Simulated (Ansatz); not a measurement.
A short molecular-dynamics run on `CNB[SiH2]O`.

```yaml
crystal:
  periodic: [false, false, false]
  atoms:
    - {symbol: C, position_ang: [-1.557810, 1.134548, 1.402097]}
    - {symbol: N, position_ang: [-0.619520, 0.182245, 0.849453]}
    - {symbol: B, position_ang: [-0.079720, 0.182368, -0.424732]}
    - {symbol: Si, position_ang: [1.194297, -1.270452, -0.998465]}
    - {symbol: O, position_ang: [2.602609, -0.676280, -1.650131]}
    - {symbol: H, position_ang: [-1.783731, 1.887460, 0.647926]}
    - {symbol: H, position_ang: [-2.492136, 0.647734, 1.697415]}
    - {symbol: H, position_ang: [-1.143053, 1.636072, 2.281581]}
    - {symbol: H, position_ang: [-0.355071, -0.542825, 1.500511]}
    - {symbol: H, position_ang: [-0.412255, 1.076165, -1.159453]}
    - {symbol: H, position_ang: [1.635137, -2.112983, 0.151411]}
    - {symbol: H, position_ang: [0.523305, -2.189489, -1.972092]}
    - {symbol: H, position_ang: [2.508448, 0.010739, -2.310723]}
basis:
  gaussian: {orbitals: "6-31G*"}
hamiltonian: {xc: {name: r2SCAN}}
md: {timestep: 0.5 fs, n_steps: 20, ensemble: nvt_nose_hoover, temperature: 1500, initial_velocities: maxwell_boltzmann, seed: 484}
```

```sh
$ ansatz run in.yaml --threads 4 --pin off --events-out ev --progress --plain --max-ram 10444MiB
```

```csv
step,time (fs),potential energy (eV),kinetic (eV),T (K),conserved (eV)
0,0.0,-13255.2804,2.1328,1500,-13253.1476
1,0.5,-13255.2249,2.0780,1461,-13253.1469
2,1.0,-13255.0946,1.9499,1371,-13253.1446
3,1.5,-13254.9256,1.7839,1255,-13253.1418
4,2.0,-13254.7622,1.6224,1141,-13253.1399
5,2.5,-13254.6336,1.4938,1051,-13253.1398
6,3.0,-13254.5415,1.4005,985,-13253.1411
7,3.5,-13254.4663,1.3239,931,-13253.1426
8,4.0,-13254.3847,1.2417,873,-13253.1433
9,4.5,-13254.2839,1.1413,803,-13253.1430
10,5.0,-13254.1663,1.0248,721,-13253.1421
11,5.5,-13254.0453,0.9051,637,-13253.1409
12,6.0,-13253.9379,0.7989,562,-13253.1399
13,6.5,-13253.8597,0.7215,507,-13253.1392
14,7.0,-13253.8208,0.6830,480,-13253.1390
15,7.5,-13253.8245,0.6865,483,-13253.1393
16,8.0,-13253.8663,0.7279,512,-13253.1400
17,8.5,-13253.9356,0.7965,560,-13253.1409
18,9.0,-13254.0183,0.8787,618,-13253.1418
19,9.5,-13254.1020,0.9622,677,-13253.1422
20,10.0,-13254.1801,1.0408,732,-13253.1423
```

Velocities are drawn at the set temperature; a run this short doesn't reach equilibrium.

Frames (Å, forces in eV/Å):

```xyz
13
time=0.0 fs
C    -1.558    1.135    1.402   -0.121    0.117    0.082
N    -0.620    0.182    0.849   -0.021    0.016    0.012
B    -0.080    0.182   -0.425    0.164   -0.071   -0.325
Si    1.194   -1.270   -0.998   -0.347   -0.044    0.109
O     2.603   -0.676   -1.650    0.567   -0.145    0.127
H    -1.784    1.887    0.648   -0.013    0.074   -0.095
H    -2.492    0.648    1.697   -0.132   -0.069    0.049
H    -1.143    1.636    2.282    0.056    0.067    0.130
H    -0.355   -0.543    1.501    0.057   -0.180    0.191
H    -0.412    1.076   -1.159   -0.038    0.066   -0.020
H     1.635   -2.113    0.151    0.002   -0.039    0.049
H     0.523   -2.189   -1.972   -0.073   -0.086   -0.033
H     2.508    0.011   -2.311   -0.101    0.293   -0.277
13
time=0.5 fs
C    -1.563    1.140    1.400    0.806   -0.034    0.371
N    -0.620    0.180    0.857   -0.144    0.065   -0.069
B    -0.081    0.185   -0.417    0.270   -0.247   -0.507
Si    1.197   -1.269   -1.005   -0.346   -0.103    0.725
O     2.606   -0.680   -1.650    0.673   -0.735    0.630
H    -1.820    1.877    0.663    0.110    0.505   -0.554
H    -2.477    0.661    1.677   -0.856   -0.522    0.485
H    -1.121    1.631    2.277   -0.178    0.104    0.041
H    -0.376   -0.557    1.509    0.047    0.013    0.050
H    -0.415    1.058   -1.179   -0.050    0.111    0.114
H     1.650   -2.103    0.163   -0.088    0.047   -0.134
H     0.517   -2.192   -1.953   -0.121   -0.195   -0.194
H     2.492   -0.008   -2.299   -0.123    0.992   -0.959
13
time=1.0 fs
C    -1.569    1.146    1.399    1.779   -0.120    0.634
N    -0.620    0.178    0.864   -0.265    0.091   -0.136
B    -0.082    0.188   -0.409    0.366   -0.407   -0.698
Si    1.199   -1.268   -1.012   -0.349   -0.157    1.320
O     2.609   -0.683   -1.649    0.802   -1.215    1.030
H    -1.855    1.867    0.676    0.217    0.905   -0.979
H    -2.465    0.674    1.658   -1.603   -0.999    0.920
H    -1.100    1.627    2.273   -0.421    0.137   -0.056
H    -0.396   -0.572    1.517    0.038    0.220   -0.103
H    -0.417    1.041   -1.198   -0.057    0.146    0.256
H     1.665   -2.093    0.175   -0.175    0.119   -0.304
H     0.510   -2.194   -1.933   -0.167   -0.301   -0.345
H     2.476   -0.024   -2.290   -0.164    1.580   -1.539
13
time=1.5 fs
C    -1.574    1.152    1.398    2.637   -0.160    0.839
N    -0.621    0.175    0.871   -0.384    0.111   -0.204
B    -0.082    0.191   -0.401    0.451   -0.555   -0.893
Si    1.201   -1.267   -1.019   -0.367   -0.207    1.876
O     2.612   -0.687   -1.648    0.918   -1.442    1.188
H    -1.890    1.859    0.688    0.323    1.218   -1.312
H    -2.456    0.684    1.641   -2.247   -1.429    1.307
H    -1.080    1.623    2.268   -0.660    0.174   -0.144
H    -0.416   -0.586    1.526    0.039    0.419   -0.248
H    -0.420    1.024   -1.216   -0.061    0.175    0.402
H     1.680   -2.083    0.185   -0.255    0.176   -0.456
H     0.503   -2.197   -1.915   -0.207   -0.394   -0.477
H     2.459   -0.037   -2.285   -0.186    1.914   -1.877
13
time=2.0 fs
C    -1.578    1.157    1.396    3.193   -0.195    0.968
N    -0.621    0.173    0.878   -0.502    0.140   -0.285
B    -0.083    0.194   -0.394    0.525   -0.691   -1.085
Si    1.203   -1.266   -1.026   -0.405   -0.260    2.379
O     2.615   -0.691   -1.648    0.977   -1.330    1.018
H    -1.925    1.855    0.696    0.451    1.391   -1.504
H    -2.452    0.690    1.627   -2.639   -1.722    1.600
H    -1.062    1.619    2.264   -0.880    0.218   -0.212
H    -0.437   -0.599    1.533    0.051    0.594   -0.373
H    -0.423    1.007   -1.234   -0.062    0.202    0.546
H     1.694   -2.072    0.195   -0.327    0.216   -0.586
H     0.495   -2.201   -1.898   -0.236   -0.468   -0.585
H     2.441   -0.044   -2.284   -0.145    1.907   -1.882
13
time=2.5 fs
C    -1.582    1.163    1.395    3.302   -0.272    1.013
N    -0.622    0.171    0.884   -0.616    0.188   -0.386
B    -0.084    0.196   -0.387    0.586   -0.819   -1.267
Si    1.206   -1.265   -1.032   -0.468   -0.319    2.818
O     2.618   -0.695   -1.646    0.950   -0.899    0.533
H    -1.958    1.854    0.700    0.620    1.401   -1.530
H    -2.455    0.693    1.616   -2.668   -1.808    1.766
H    -1.045    1.616    2.258   -1.069    0.273   -0.247
H    -0.457   -0.611    1.540    0.077    0.729   -0.465
H    -0.426    0.990   -1.250   -0.061    0.228    0.684
H     1.707   -2.061    0.203   -0.390    0.238   -0.692
H     0.487   -2.207   -1.882   -0.248   -0.515   -0.663
H     2.424   -0.048   -2.287   -0.016    1.575   -1.564
13
time=3.0 fs
C    -1.585    1.169    1.394    2.935   -0.422    0.979
N    -0.622    0.168    0.891   -0.724    0.265   -0.512
B    -0.084    0.198   -0.380    0.634   -0.940   -1.433
Si    1.208   -1.263   -1.038   -0.555   -0.387    3.188
O     2.622   -0.700   -1.645    0.841   -0.260   -0.160
H    -1.990    1.856    0.701    0.835    1.255   -1.399
H    -2.465    0.691    1.610   -2.318   -1.664    1.801
H    -1.031    1.613    2.252   -1.217    0.340   -0.247
H    -0.477   -0.621    1.546    0.115    0.815   -0.518
H    -0.429    0.975   -1.264   -0.060    0.258    0.811
H     1.719   -2.049    0.210   -0.441    0.244   -0.773
H     0.479   -2.213   -1.868   -0.239   -0.531   -0.708
H     2.406   -0.047   -2.295    0.194    1.027   -1.029
13
time=3.5 fs
C    -1.588    1.174    1.394    2.184   -0.642    0.877
N    -0.623    0.166    0.898   -0.825    0.376   -0.666
B    -0.084    0.201   -0.373    0.670   -1.053   -1.576
Si    1.210   -1.262   -1.044   -0.667   -0.467    3.485
O     2.626   -0.704   -1.644    0.679    0.442   -0.919
H    -2.019    1.861    0.698    1.085    0.989   -1.149
H    -2.479    0.685    1.609   -1.678   -1.331    1.728
H    -1.020    1.612    2.246   -1.317    0.420   -0.208
H    -0.496   -0.629    1.550    0.163    0.846   -0.528
H    -0.433    0.959   -1.277   -0.059    0.292    0.923
H     1.730   -2.036    0.215   -0.482    0.235   -0.830
H     0.469   -2.221   -1.856   -0.207   -0.513   -0.722
H     2.389   -0.044   -2.304    0.451    0.406   -0.415
13
time=4.0 fs
C    -1.590    1.180    1.393    1.222   -0.907    0.723
N    -0.624    0.164    0.905   -0.916    0.526   -0.845
B    -0.084    0.202   -0.367    0.694   -1.161   -1.692
Si    1.212   -1.261   -1.050   -0.797   -0.559    3.712
O     2.629   -0.709   -1.643    0.500    1.092   -1.628
H    -2.047    1.868    0.693    1.347    0.655   -0.831
H    -2.498    0.676    1.611   -0.891   -0.886    1.581
H    -1.012    1.611    2.239   -1.368    0.508   -0.134
H    -0.515   -0.635    1.553    0.218    0.819   -0.495
H    -0.436    0.945   -1.287   -0.059    0.333    1.017
H     1.740   -2.023    0.217   -0.511    0.211   -0.862
H     0.459   -2.230   -1.845   -0.152   -0.461   -0.708
H     2.372   -0.040   -2.315    0.716   -0.171    0.162
13
time=4.5 fs
C    -1.592    1.185    1.393    0.218   -1.182    0.536
N    -0.625    0.162    0.911   -0.998    0.713   -1.048
B    -0.084    0.204   -0.361    0.704   -1.261   -1.776
Si    1.214   -1.260   -1.055   -0.941   -0.660    3.873
O     2.633   -0.713   -1.643    0.331    1.624   -2.219
H    -2.071    1.877    0.686    1.594    0.301   -0.493
H    -2.519    0.665    1.618   -0.098   -0.407    1.393
H    -1.008    1.612    2.232   -1.372    0.603   -0.030
H    -0.534   -0.639    1.555    0.274    0.737   -0.420
H    -0.440    0.931   -1.295   -0.062    0.380    1.089
H     1.749   -2.010    0.218   -0.530    0.175   -0.870
H     0.449   -2.240   -1.836   -0.077   -0.380   -0.669
H     2.358   -0.037   -2.325    0.956   -0.640    0.634
13
time=5.0 fs
C    -1.593    1.190    1.393   -0.704   -1.446    0.337
N    -0.626    0.160    0.918   -1.067    0.937   -1.270
B    -0.084    0.205   -0.355    0.703   -1.354   -1.827
Si    1.216   -1.259   -1.060   -1.091   -0.768    3.976
O     2.637   -0.717   -1.642    0.188    2.015   -2.667
H    -2.091    1.887    0.677    1.802   -0.038   -0.173
H    -2.540    0.653    1.627    0.605    0.046    1.189
H    -1.006    1.614    2.224   -1.331    0.699    0.096
H    -0.552   -0.641    1.556    0.330    0.603   -0.308
H    -0.444    0.919   -1.300   -0.066    0.433    1.138
H     1.757   -1.996    0.217   -0.539    0.126   -0.854
H     0.439   -2.251   -1.828    0.013   -0.276   -0.612
H     2.346   -0.035   -2.334    1.156   -0.976    0.975
13
time=5.5 fs
C    -1.595    1.194    1.393   -1.477   -1.685    0.144
N    -0.628    0.158    0.924   -1.121    1.187   -1.502
B    -0.084    0.206   -0.350    0.691   -1.439   -1.843
Si    1.217   -1.259   -1.064   -1.240   -0.877    4.027
O     2.641   -0.720   -1.642    0.075    2.267   -2.971
H    -2.106    1.897    0.668    1.959   -0.336    0.106
H    -2.560    0.641    1.640    1.175    0.440    0.983
H    -1.008    1.617    2.217   -1.255    0.791    0.236
H    -0.569   -0.642    1.556    0.381    0.430   -0.167
H    -0.448    0.907   -1.303   -0.074    0.492    1.162
H     1.763   -1.982    0.213   -0.537    0.065   -0.813
H     0.428   -2.263   -1.822    0.114   -0.155   -0.545
H     2.336   -0.035   -2.341    1.308   -1.180    1.184
13
time=6.0 fs
C    -1.598    1.199    1.392   -2.075   -1.896   -0.023
N    -0.629    0.157    0.930   -1.158    1.452   -1.733
B    -0.083    0.207   -0.346    0.669   -1.516   -1.824
Si    1.219   -1.258   -1.069   -1.383   -0.980    4.031
O     2.645   -0.724   -1.643   -0.006    2.387   -3.138
H    -2.118    1.906    0.660    2.057   -0.583    0.330
H    -2.577    0.630    1.655    1.602    0.765    0.784
H    -1.013    1.623    2.211   -1.151    0.872    0.375
H    -0.586   -0.641    1.556    0.425    0.232   -0.010
H    -0.452    0.896   -1.303   -0.084    0.557    1.161
H     1.768   -1.967    0.208   -0.526   -0.006   -0.749
H     0.418   -2.275   -1.818    0.220   -0.026   -0.471
H     2.330   -0.038   -2.344    1.409   -1.258    1.267
13
time=6.5 fs
C    -1.600    1.203    1.392   -2.497   -2.076   -0.145
N    -0.631    0.155    0.935   -1.177    1.710   -1.946
B    -0.083    0.208   -0.341    0.638   -1.585   -1.770
Si    1.221   -1.257   -1.072   -1.513   -1.070    3.995
O     2.649   -0.726   -1.644   -0.052    2.383   -3.174
H    -2.124    1.913    0.652    2.093   -0.773    0.493
H    -2.590    0.621    1.671    1.897    1.018    0.594
H    -1.021    1.630    2.205   -1.032    0.936    0.499
H    -0.601   -0.641    1.556    0.461    0.029    0.147
H    -0.456    0.887   -1.300   -0.097    0.627    1.135
H     1.772   -1.953    0.201   -0.504   -0.087   -0.660
H     0.409   -2.287   -1.814    0.325    0.105   -0.398
H     2.327   -0.045   -2.345    1.457   -1.218    1.230
13
time=7.0 fs
C    -1.604    1.206    1.392   -2.747   -2.225   -0.205
N    -0.633    0.154    0.940   -1.179    1.938   -2.124
B    -0.082    0.208   -0.338    0.600   -1.643   -1.685
Si    1.222   -1.256   -1.076   -1.628   -1.143    3.922
O     2.653   -0.729   -1.645   -0.061    2.257   -3.079
H    -2.125    1.919    0.645    2.068   -0.904    0.594
H    -2.599    0.614    1.689    2.077    1.207    0.415
H    -1.031    1.640    2.200   -0.909    0.975    0.594
H    -0.615   -0.640    1.556    0.488   -0.153    0.286
H    -0.461    0.879   -1.294   -0.112    0.700    1.084
H     1.774   -1.939    0.192   -0.473   -0.177   -0.547
H     0.400   -2.299   -1.812    0.424    0.231   -0.328
H     2.328   -0.054   -2.343    1.450   -1.063    1.073
13
time=7.5 fs
C    -1.607    1.209    1.392   -2.833   -2.341   -0.186
N    -0.636    0.154    0.945   -1.166    2.112   -2.249
B    -0.081    0.207   -0.334    0.556   -1.692   -1.570
Si    1.223   -1.256   -1.079   -1.725   -1.192    3.813
O     2.657   -0.731   -1.647   -0.028    2.006   -2.848
H    -2.121    1.922    0.640    1.985   -0.976    0.630
H    -2.602    0.611    1.709    2.156    1.335    0.247
H    -1.043    1.652    2.197   -0.793    0.980    0.645
H    -0.629   -0.639    1.557    0.508   -0.290    0.389
H    -0.465    0.873   -1.286   -0.129    0.775    1.011
H     1.776   -1.925    0.182   -0.431   -0.276   -0.411
H     0.392   -2.310   -1.810    0.515    0.348   -0.265
H     2.332   -0.065   -2.338    1.384   -0.789    0.793
13
time=8.0 fs
C    -1.612    1.212    1.392   -2.758   -2.421   -0.075
N    -0.638    0.153    0.950   -1.139    2.210   -2.306
B    -0.080    0.207   -0.331    0.506   -1.729   -1.430
Si    1.225   -1.256   -1.082   -1.802   -1.215    3.670
O     2.661   -0.733   -1.649    0.052    1.626   -2.477
H    -2.113    1.923    0.636    1.845   -0.987    0.601
H    -2.601    0.610    1.728    2.144    1.406    0.092
H    -1.058    1.667    2.196   -0.692    0.946    0.641
H    -0.640   -0.639    1.558    0.523   -0.362    0.443
H    -0.471    0.869   -1.275   -0.146    0.850    0.919
H     1.776   -1.912    0.171   -0.379   -0.381   -0.253
H     0.386   -2.320   -1.809    0.593    0.452   -0.210
H     2.339   -0.079   -2.331    1.253   -0.395    0.386
13
time=8.5 fs
C    -1.617    1.214    1.391   -2.525   -2.462    0.131
N    -0.641    0.154    0.954   -1.102    2.221   -2.288
B    -0.079    0.205   -0.328    0.450   -1.752   -1.272
Si    1.226   -1.255   -1.085   -1.859   -1.207    3.496
O     2.665   -0.735   -1.652    0.177    1.124   -1.969
H    -2.100    1.922    0.634    1.649   -0.937    0.503
H    -2.594    0.613    1.748    2.044    1.421   -0.048
H    -1.073    1.684    2.196   -0.608    0.870    0.580
H    -0.651   -0.641    1.561    0.535   -0.360    0.439
H    -0.476    0.867   -1.262   -0.162    0.922    0.812
H     1.775   -1.900    0.159   -0.318   -0.491   -0.078
H     0.381   -2.330   -1.808    0.658    0.541   -0.164
H     2.349   -0.094   -2.323    1.060    0.110   -0.142
13
time=9.0 fs
C    -1.622    1.216    1.391   -2.138   -2.462    0.426
N    -0.643    0.154    0.958   -1.058    2.145   -2.198
B    -0.078    0.204   -0.326    0.389   -1.760   -1.101
Si    1.226   -1.255   -1.087   -1.895   -1.168    3.294
O     2.669   -0.736   -1.655    0.335    0.529   -1.353
H    -2.083    1.918    0.633    1.402   -0.824    0.336
H    -2.582    0.619    1.768    1.852    1.375   -0.167
H    -1.091    1.703    2.197   -0.539    0.755    0.465
H    -0.660   -0.642    1.565    0.547   -0.284    0.380
H    -0.482    0.867   -1.247   -0.175    0.986    0.695
H     1.774   -1.889    0.148   -0.249   -0.601    0.109
H     0.377   -2.338   -1.808    0.709    0.613   -0.128
H     2.362   -0.108   -2.316    0.819    0.696   -0.759
13
time=9.5 fs
C    -1.628    1.217    1.391   -1.602   -2.414    0.789
N    -0.646    0.155    0.961   -1.008    1.994   -2.045
B    -0.076    0.202   -0.323    0.321   -1.748   -0.926
Si    1.227   -1.255   -1.089   -1.908   -1.099    3.068
O     2.673   -0.738   -1.658    0.493   -0.090   -0.698
H    -2.063    1.913    0.632    1.111   -0.650    0.103
H    -2.566    0.628    1.788    1.561    1.263   -0.256
H    -1.109    1.723    2.200   -0.478    0.604    0.306
H    -0.668   -0.645    1.570    0.560   -0.150    0.277
H    -0.488    0.869   -1.231   -0.182    1.040    0.575
H     1.772   -1.879    0.136   -0.174   -0.709    0.301
H     0.375   -2.344   -1.808    0.743    0.668   -0.101
H     2.377   -0.120   -2.311    0.564    1.291   -1.392
13
time=10.0 fs
C    -1.634    1.218    1.391   -0.928   -2.310    1.182
N    -0.650    0.156    0.964   -0.953    1.787   -1.848
B    -0.075    0.200   -0.321    0.243   -1.713   -0.756
Si    1.228   -1.255   -1.091   -1.897   -1.001    2.828
O     2.677   -0.739   -1.661    0.601   -0.624   -0.120
H    -2.040    1.906    0.632    0.787   -0.424   -0.188
H    -2.546    0.641    1.806    1.160    1.075   -0.302
H    -1.129    1.745    2.203   -0.416    0.430    0.120
H    -0.675   -0.648    1.575    0.572    0.023    0.146
H    -0.495    0.874   -1.213   -0.180    1.076    0.460
H     1.770   -1.871    0.125   -0.097   -0.809    0.488
H     0.375   -2.350   -1.808    0.761    0.705   -0.085
H     2.393   -0.130   -2.308    0.347    1.785   -1.926
```

Hardware: 4 threads of an Arm Neoverse N1 on a shared host. Wall time 64 s, peak host memory 0.16 GiB.
